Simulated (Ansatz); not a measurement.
Molecule: sum formula H8Si3NO, net charge 0, doublet state. It need not be the lowest isomer of its formula. 
Coordinates optimised at B3LYP-D3(BJ)/def2-TZVP (Ansatz, a first-principles code):
SMILES: [SiH3]N[SiH2]O[SiH2]
```xyz
13

Si    -0.0858     0.2340    -1.3240
N     -1.1441     0.9180    -0.1547
Si    -2.0560     0.0812     1.0587
O      1.3996    -0.1286    -0.7157
Si     2.1678    -0.7693     0.5865
H     -0.6844    -1.0216    -1.8185
H      0.1257     1.2199    -2.4012
H     -1.1381     1.9274    -0.0962
H     -3.5156     0.2950     0.9072
H     -1.7495    -1.3576     0.8973
H     -1.6754     0.5195     2.4229
H      1.5029    -0.3129     1.8418
H      3.5819    -0.3081     0.5587
```
Charge 0, spin multiplicity 2.

Computed values are from Ansatz. Cores are frozen in the correlated levels unless marked. Open shells are spin-unrestricted. No spin-orbit coupling. No relativistic terms. CBS(X,Y): correlation extrapolated as X^-3; Hartree-Fock from the larger set.

Task: What is the dipole moment at CCSD(T)/aug-cc-pV(D+d)Z?

Result: 1.14 D.

Task: What is the total energy at CCSD(T)/CBS(cc-pV(T+d)Z,cc-pV(Q+d)Z)?

Result: -1001.9885 Eh.

Task: What is the T1 diagnostic at CCSD/cc-pV(Q+d)Z?

Result: 0.013.

Task: What is the atomisation energy De at CCSD(T)/CBS(cc-pV(T+d)Z,cc-pV(Q+d)Z)?

Result: 1026.9 kcal/mol.
